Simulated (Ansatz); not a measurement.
A nudged elastic band was laid between two geometries of BFH2O + ClH (7 atoms, charge 0, multiplicity 1).

Level of theory: RKS B3LYP-D4/def2-SVP (Ansatz).

```
movable images  : 5
climbing image  : yes
spring          : 5.0 eV/Å²
optimiser       : quadratic models (default)
start path      : through a guess of the saddle point
force threshold : 0.05 eV/Å
iteration limit : 60
end points      : relaxed
```

Image 0:

```xyz
7
Properties=species:S:1:pos:R:3
B -0.163 -0.404 -0.024
O -0.441 0.107 1.199
H -1.111 -0.385 1.697
H 0.649 0.136 -0.722
F -0.794 -1.500 -0.433
Cl 0.751 3.062 1.625
H 0.237 1.868 1.619
```

Image 6:

```xyz
7
Properties=species:S:1:pos:R:3
B 0.093 0.405 0.023
O -0.066 0.019 1.694
H -0.916 -0.451 1.775
H 1.106 -0.147 -0.318
F -1.084 -0.074 -0.460
Cl 0.178 2.247 0.119
H -0.182 0.886 2.126
```

Question: What changes between the two ends?

Answer: Bonds broken: Cl6–H7. Bonds formed: B1–Cl6, O2–H7. BFH2O + ClH becomes BClFH3O.

Question: What energy profile does the band end with?

Answer: It converged. The highest image is number 5 of 0 to 6, 21.5 kcal/mol above the first end and 14.3 kcal/mol above the last; the last end lies 7.3 kcal/mol above the first. A vibrational analysis at the climbing image gives one clearly imaginary mode, 1030i cm⁻¹: a first-order saddle point. The orbitals stay closed-shell, which can raise the energy where a bond breaks towards radicals; this wasn't checked here.

```tsv
image	path coordinate (Å)	energy (kcal/mol)	Cl6–H7 (Å)	B1–Cl6 (Å)	O2–H7 (Å)
0	0.00	0.0	1.30	3.95	1.93
1	0.59	0.1	1.30	3.84	1.95
2	1.18	0.2	1.30	3.64	2.01
3	1.76	0.6	1.30	3.31	2.07
4	2.35	5.0	1.32	2.78	1.78
5	2.94	21.5	1.57	2.27	1.22
6	3.80	7.3	2.45	1.85	0.98
```

Question: What is the geometry of the highest image?

Answer: 
```xyz
7
Properties=species:S:1:pos:R:3
B 0.050 0.090 0.138
O -0.079 -0.051 1.620
H -0.986 -0.311 1.857
H 1.128 -0.127 -0.330
F -1.073 -0.199 -0.512
Cl 0.099 2.315 0.561
H -0.012 1.168 1.625
```

Question: What are the harmonic wavenumbers there?

Answer: 1030i, 210, 411, 441, 491, 528, 896, 955, 1060, 1111, 1185, 1322, 1580, 2717, 3757 cm⁻¹.

Time of the run: 3.7 min on 1 thread of Arm Neoverse V1, with other jobs on the host, peak memory 0.16 GiB.
